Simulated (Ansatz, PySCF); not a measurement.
This PySCF input computes a CAM-B3LYP/def2-TZVPD energy:

```python
from pyscf import gto, scf, dft

mol = gto.M(
    atom='''
    B     0.00000000    0.00000000    0.00000000
    H     0.00000000    0.00000000    1.17438077
    H    -0.00000000   -0.00000000   -1.17438077
    ''',
    basis='def2-tzvpd',
    charge=1,
    spin=0,
    verbose=4,
)

mf = dft.RKS(mol, xc='camb3lyp').density_fit(auxbasis='def2-universal-jkfit')
mf.grids.level = 3
mf.conv_tol = 1e-9
mf.max_cycle = 100
mf.max_memory = 1500
mf.kernel()
if not mf.converged:
    mf = mf.newton()
    mf.kernel(mf.make_rdm1())
mf.analyze()
```

Problem. Write an input for the same energy in Ansatz (a program for electronic structure) and say what it gives.

Solution. 
Ansatz 0.2 input:
```yaml
crystal:
  periodic: [false, false, false]
  atoms:
    - {symbol: B, position_ang: [0.00000000, 0.00000000, 0.00000000]}
    - {symbol: H, position_ang: [0.00000000, 0.00000000, 1.17438077]}
    - {symbol: H, position_ang: [-0.00000000, -0.00000000, -1.17438077]}
basis:
  gaussian:
    orbitals: def2-TZVPD
hamiltonian:
  xc: {name: CAM-B3LYP}
total_charge: 1
output: {forces: true}
```
It gives -25.61019 Eh, and PySCF -25.61021 Eh, a difference of 0.02 mEh, from the treatment of integrals and grids.
